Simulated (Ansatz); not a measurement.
Input for Ansatz (a quantum-chemistry and plane-wave program): R-wB97M-V/def2-TZVPP on CH6GaN (SMILES C[NH][GaH2]), a point of a torsion scan.

Ansatz 0.2 input:
```yaml
crystal:
  periodic: [false, false, false]
  atoms:
    - {symbol: C, position_ang: [-1.29836642, 0.26787867, 0.16780284]}
    - {symbol: N, position_ang: [-0.10476484, -0.54086233, -0.10822329]}
    - {symbol: Ga, position_ang: [1.61153386, 0.09567451, -0.11922479]}
    - {symbol: H, position_ang: [-2.14323269, -0.07042568, -0.43940905]}
    - {symbol: H, position_ang: [-1.08181801, 1.30626399, -0.09442192]}
    - {symbol: H, position_ang: [-1.59235474, 0.23165478, 1.22229984]}
    - {symbol: H, position_ang: [-0.29354163, -1.51102816, 0.13257223]}
    - {symbol: H, position_ang: [2.74258085, -0.43441004, 0.81894710]}
    - {symbol: H, position_ang: [1.88557787, 1.33967890, -1.01509429]}
basis:
  gaussian:
    orbitals: def2-TZVPP
hamiltonian:
  xc: {name: wB97M-V}
scf: {lower_state_search: off}
```

It printed:

```
WARN ansatz: RAYON_NUM_THREADS=1 ignored (pool sized by the plan → 1); use --threads N
Functional definition: wB97M-V
these checks for a lower state are left out or cut short: stability, starts, cluster_reference, orbital_swaps, neighbouring_geometries, increment
integrals: 0.14 GiB planned
1092 factors; their error is unknown
integrals: 0.17 GiB planned
277 factors; integrals over basis functions are off by at most 9.0e-6 eV
mean field: 1.19 GiB planned
mean field evaluation 1: about -54993.4920 eV, gradient 5.4e1 eV
mean field evaluation 2: about -54991.4709 eV, gradient 6.4e1 eV
mean field evaluation 4: about -54999.0440 eV, gradient 2.1e0 eV
mean field evaluation 8: about -54999.0612 eV, gradient 7.0e-2 eV
mean field evaluation 16: about -54999.1608 eV, gradient 8.0e-5 eV
mean field -54999.16084725 eV, -2021.1818813662 hartree, gradient 5.7e-6 eV, S^2 0.000000; 0 other end points of the search recorded, 0 dependent functions left out
reference -54999.16089846 eV, -2021.1818832481 hartree; 25, 25 occupied and 169, 169 virtual orbitals, 1092 factors
Total energy: -54999.16089846 eV, -2021.1818832481 hartree
Checks for a lower state left out: stability, starts, cluster_reference, orbital_swaps, neighbouring_geometries, increment
```

Self-consistency was reached.

Cost: around 8 core-seconds (rough).
